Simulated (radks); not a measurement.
The numbers below are computed, except where a source is named.
Problem. The oxygen anion O2-, [Ne], held by a Watson sphere: a shell of charge +2 at radius R that stands for the Madelung well of a crystal (potential energy -2/R inside, -2/r outside, in hartree with lengths in bohr). Code: a radial shooting solver on a logarithmic mesh with Libxc functionals. Model: non-relativistic Kohn-Sham, LB94 model potential, spin-unpolarised, spherical densities, point nucleus. Response by self-consistent Sternheimer equations with the Hartree and adiabatic LDA kernel. The sphere does not respond.

R (bohr)  e(1s) (eV)  e(2s) (eV)  e(2p) (eV)  <r> 2p (bohr)  sum of <r^2> (bohr^2)  X-ray form factor at sin(theta)/lambda = 0.2 1/angstrom  alpha (bohr^3)
2.06         -532.09     -26.428     -12.642          1.468                  21.17                                                    6.137           13.26
2.78         -530.45     -23.255      -9.746          1.590                  25.09                                                    5.932           24.07
3.01         -529.91     -22.482      -8.999          1.623                  26.26                                                    5.897           28.68
3.61         -528.64     -20.843      -7.370          1.696                  29.18                                                    5.847           44.01

Estimate the row for R = 1.77 bohr.

Solution. e(1s) (eV) -532.56; e(2s) (eV) -28.124; e(2p) (eV) -14.071; <r> 2p (bohr) 1.407; sum of <r^2> (bohr^2) 19.43; X-ray form factor at sin(theta)/lambda = 0.2 1/angstrom 6.281; alpha (bohr^3) 10.21.
